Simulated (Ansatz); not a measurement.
GeH3Br⁺, that is GeBrH3 with one electron fewer. Charge 1, multiplicity 2. Geometry PBE-D4/def2-TZVP, that of the neutral singlet; atoms count from 1.

```xyz
5

Ge    0.169   -0.025   -0.089
Br   -1.876    0.277    0.985
H    -0.089    0.104   -1.604
H     0.676   -1.433    0.285
H     1.119    1.077    0.423
```

(1) Estimate the Mulliken populations from the PBE0/def2-TZVP orbitals of Ansatz.

(2) Where does the spin sit?

(3) And the Mayer bond orders between bonded heavy atoms (over 0.3)?

Answers

(1) 
```tsv
atom	charge (e)	spin (α − β)
Ge1	0.17	-0.03
Br2	0.33	0.85
H3	0.19	0.12
H4	0.16	0.03
H5	0.16	0.03
```
Mulliken values and Mayer orders depend strongly on the basis.

(2) Summed by element: Ge -0.03, Br 0.85, H 0.18, of 1 unpaired in all. Largest on single atoms: Br2 0.85, H3 0.12, H4 0.03.

(3) Ge1–Br2 0.88 (2.33 Å).
